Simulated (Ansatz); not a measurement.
Born–Oppenheimer molecular dynamics of H9N3Si2 (14 atoms, charge 0, multiplicity 1). It starts from a relaxed structure.

Method: RKS PBE0/STO-3G in Ansatz 0.2.0.

- ensemble: NVE (velocity Verlet)
- time step: 0.25 fs
- steps asked: 250
- starting velocities drawn for: 1500 K
- masses: H 2.014 u
- seed: 123076

First frame:

```xyz
14
Properties=species:S:1:pos:R:3
Si 0.051 0.012 -0.020
Si -0.028 -0.062 2.242
H -1.317 -0.527 2.698
H 0.976 -0.951 2.777
H 0.184 1.247 2.811
N 1.726 0.285 -0.522
H 2.330 -0.507 -0.203
H 1.791 0.241 -1.567
N -0.800 1.322 -0.867
H -1.733 1.518 -0.436
H -0.272 2.218 -0.746
N -0.575 -1.531 -0.624
H -1.429 -1.833 -0.102
H -0.898 -1.433 -1.613
```

(1) How far do the bonds stretch over the last three quarters of this one trajectory? (Pairs bonded in most of those frames.)

Results:

(1) 
| bond | mean (Å) | spread (Å) | shortest | longest |
| --- | --- | --- | --- | --- |
| Si1–Si2 | 2.269 | 0.010 | 2.25 | 2.28 |
| Si1–N6 | 1.761 | 0.022 | 1.72 | 1.81 |
| Si1–N9 | 1.807 | 0.109 | 1.64 | 1.97 |
| Si1–N12 | 1.769 | 0.080 | 1.65 | 1.88 |
| Si2–H3 | 1.448 | 0.027 | 1.41 | 1.49 |
| Si2–H4 | 1.451 | 0.018 | 1.43 | 1.48 |
| Si2–H5 | 1.453 | 0.006 | 1.44 | 1.46 |
| N6–H7 | 1.046 | 0.029 | 1.00 | 1.10 |
| N6–H8 | 1.043 | 0.018 | 1.01 | 1.08 |
| N9–H10 | 1.057 | 0.043 | 0.99 | 1.14 |
| N9–H11 | 1.054 | 0.041 | 0.98 | 1.12 |
| N12–H13 | 1.056 | 0.066 | 0.95 | 1.18 |
| N12–H14 | 1.048 | 0.039 | 0.96 | 1.11 |

Mean temperature of the second half: 868 K. The conserved energy stayed within 0.13 meV per atom of its start (net change 0.073 meV per atom), so the integration is sound. The temperature averaged 0.58 of the 1500 K drawn at the start: a run that starts near a minimum puts about half its kinetic energy into the potential. A run of 0.062 ps of so small a system gives no equilibrium averages. Limits of this set-up: minimal basis.

The run took 10 min on 1 thread of Arm Neoverse V2 (shared host), peak memory 0.11 GiB.
